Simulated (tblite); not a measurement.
Problem. What does the GFN2-xTB structure of InChI=1S/C7H7FN/c1-5-2-3-6(9)4-7(5)8/h2,4H,9H2,1H3 look like in three dimensions? (Doublet state.)

Solution. 
```
atom  x, y, z in Å
C1    -2.6166    0.2168    0.0052
C2    -1.1318    0.0296   -0.0451
C3    -0.5518   -0.9846   -0.8238
C4     0.7943   -1.1273   -0.8295
C5     1.6944   -0.3530   -0.1272
N6     3.0493   -0.5954   -0.1188
C7     1.1247    0.6639    0.6475
C8    -0.2487    0.8245    0.6696
F9    -0.7427    1.8313    1.4347
H10   -2.8695    1.0820    0.6130
H11   -3.0945   -0.6624    0.4371
H12   -3.0190    0.3623   -0.9967
H13   -1.1922   -1.6340   -1.4017
H14    3.4073   -1.1283   -0.8943
H15    3.6395    0.1610    0.1868
H16    1.7497    1.3225    1.2319
```

Any rigid rotation of these coordinates is as good. Atoms count from 1 in this order. Of the pairs four or more bonds apart, F9···H10 is among the closest relative to their van der Waals radii: 2.40 Å, 90 % of the sum of Bondi's values. C3 (carbon bonded to 2 C and H) is planar (angles 121.6°, 119.3° and 119.1°, sum 360.0°, 0.00 Å off the plane of its three neighbours). The C–C distances run from 1.354 Å (C3–C4, aromatic) to 1.497 Å (C1–C2, drawn single), a spread of 0.143 Å. C7 (carbon bonded to 2 C and H) is planar (angles 120.5°, 119.8° and 119.7°, sum 360.0°, 0.00 Å off the plane of its three neighbours).

Bonds between heavy atoms (Å): C1–C2 1.497, C2–C3 1.404, C3–C4 1.354, C4–C5 1.380, C5–N6 1.376, C5–C7 1.400, C7–C8 1.383, C8–F9 1.358, C2–C8 1.387.

Structure optimised with GFN2-xTB, isolated species. This method treats the open shell by occupation alone, without spin polarisation.

Point group: near Cs, missed by 0.32 Å at most; the miss may be what the optimiser left on a soft mode. Its GFN2-xTB frequencies are all real (lowest 27 cm⁻¹). 2 starts were optimised and ended at 0.00 and 0.02 kcal/mol (GFN2-xTB); the lowest of these is shown.

The numbers are calculated, not measured.
